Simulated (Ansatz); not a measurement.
# Pulling the pair apart

The pair of Ag⁺ (SMILES [Ag+], atom 1) and CH₃Cl (SMILES CCl, atoms 2–6), both closed shells, in one local arrangement (a lower one may exist), relaxed at PBE0-D4/def2-TZVP:

```tsv
atom	x (Å)	y (Å)	z (Å)
Ag1	-0.8681	0.4206	-2.6773
C2	0.2496	-0.2159	0.6177
Cl3	-0.5432	1.0962	-0.3402
H4	1.2244	-0.4076	0.1806
H5	-0.4003	-1.0850	0.5979
H6	0.3374	0.1917	1.6215
```

CH₃Cl is shifted rigidly along the line between the mean atom positions of the two fragments (negative: closer). Counterpoise interaction energies in kcal/mol. Program: Ansatz 0.2.0. Basis: def2-TZVPPD. Cores are frozen in the correlated methods. Filled d shells of the heavier atoms are correlated. Core potentials replace the inner electrons of the atoms past krypton. B3LYP uses VWN-RPA correlation.

| shift (Å) | B3LYP-D4 | PBE0-D4 | wB97M-V |
| --- | --- | --- | --- |
| -0.25 | -26.84 | -27.17 | -23.83 |
| -0.12 | -30.36 | -30.18 | -27.36 |
| 0.00 | -31.50 | -30.93 | -28.50 |
| 0.12 | -31.13 | -30.28 | -28.12 |
| 0.29 | -29.25 | -28.09 | -26.18 |
| 0.61 | -24.17 | -22.72 | -20.98 |
| 1.23 | -14.71 | -13.58 | -12.28 |
| 2.45 | -5.65 | -5.30 | -4.97 |

(1) What does CCSD(T) give at these shifts? (Judge from chemistry; the value comes from the calculation.)

No T1 diagnostic of these runs exceeds 0.012.

Answers

(1) Computed: -20.21, -23.97, -25.31, -25.13, -23.47, -18.83, -11.15, -4.73 kcal/mol. For zero shift, CCSD(T) at an estimated basis limit (MP2 extrapolated from triple and quadruple zeta, plus CCSD(T) − MP2 in triple zeta) gives -29.57 kcal/mol. These are counterpoise interaction energies, counted from the two frozen fragments.

For scale, one of the runs: CCSD(T)/def2-TZVPPD, 195 basis functions, launched by `ansatz run in.yaml --threads 4 --pin off --events-out ev --progress --plain --max-ram 9574MiB`. Hardware: 4 CPU threads of an Intel Xeon Platinum 8259CL, shared host. Wall time 45 s; peak host memory 2.6 GiB.
